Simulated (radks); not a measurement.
The numbers below are computed, except where a source is named.
All-electron atom: Ir4+ in [Kr] 4d10 4f14 5s1.5 5p6 5d5 6p0.5 (fractional occupations, a model configuration). Level of theory: scalar-relativistic Kohn-Sham, r2SCAN, spin-polarised, spherical densities, finite nucleus; open shells are filled with parallel spins first (spin-orbit coupling, left out, can overturn this in heavy ions); meta-GGA in the generalised Kohn-Sham scheme; Fermi nuclear charge, rms radius 5.4032 fm (a radial shooting solver on a logarithmic mesh with Libxc functionals). Some entries of the table are withheld. Estimate them.

| orbital | occ. | eigenvalue (hartree) | <r> (bohr) |
|---|---|---|---|
| 1s up | 1 | -2802.202 | 0.01744 |
| 1s down | 1 | -2802.199 | 0.01744 |
| 2s up | 1 | -492.8274 | 0.07360 |
| 2s down | 1 | -492.8028 | 0.07360 |
| 2p up | 3 | -428.3575 | 0.06624 |
| 2p down | 3 | -428.3375 | 0.06624 |
| 3s up | 1 | -117.1341 | 0.1903 |
| 3s down | 1 | -117.1295 | 0.1903 |
| 3p up | 3 | -98.19730 | 0.1912 |
| 3p down | 3 | -98.19058 | 0.1912 |
| 3d up | 5 | -77.30311 | 0.1733 |
| 3d down | 5 | -77.28717 | 0.1733 |
| 4s up | 1 | -26.74134 | 0.4232 |
| 4s down | 1 | -26.71727 | 0.4234 |
| 4p up | 3 | -20.50175 | 0.4502 |
| 4p down | 3 | -20.48000 | 0.4502 |
| 4d up | 5 | -12.79750 | 0.4783 |
| 4d down | 5 | -12.77088 | 0.4779 |
| 5s up | 1 | -5.62217 | 0.9748 |
| 5s down | 0.5 | -5.44651 | 0.9663 |
| 4f up | 7 | -4.24977 | 0.5346 |
| 4f down | 7 | -4.20855 | 0.5298 |
| 5p up | 3 | -3.98557 | (1) |
| 5p down | 3 | -3.78026 | (2) |
| 5d up | 5 | -2.05115 | 1.440 |
| 5d down | 0 | -1.81246 | 1.435 |
| 6s up | 0 | -1.63944 | 2.206 |
| 6s down | 0 | -1.42667 | 2.296 |
| 6p up | 0.5 | (3) | 2.623 |
| 6d up | 0 | -0.77536 | 3.553 |
| 5f up | 0 | -0.70129 | 2.960 |

Answer. 
(1) 5p up <r> (bohr): 1.112
(2) 5p down <r> (bohr): 1.101
(3) 6p up eigenvalue (hartree): -1.23335
